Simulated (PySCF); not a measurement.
**Cl: excitation energy**

Cl [Ne] 3s2 3p5 (2P) → Cl [Ne] 3s1 3p6 (2S), as a difference of total energies. All numbers are calculated (PySCF 2.14, no relativity, point nucleus, in dyall-av3z (19s12p3d2f, 84 functions)). Correlated levels: valence: [Ne] frozen; virtual orbitals above 40 to 60 times the deepest correlated orbital energy dropped. The calculations carry no spin-orbit coupling.

**Question.** Order these methods by the excitation energy they give, lowest first.
A. PBE
B. SCS-MP2 (valence)
C. PBE0
D. MN15

**Answer.** A (11.990 eV), D (12.174 eV), B (12.789 eV), C (12.857 eV).

Errors of the correlated levels include the incompleteness of this basis and the frozen core.

For comparison: 10.586 eV (measured; NIST levels, between the centres of gravity of the two terms).
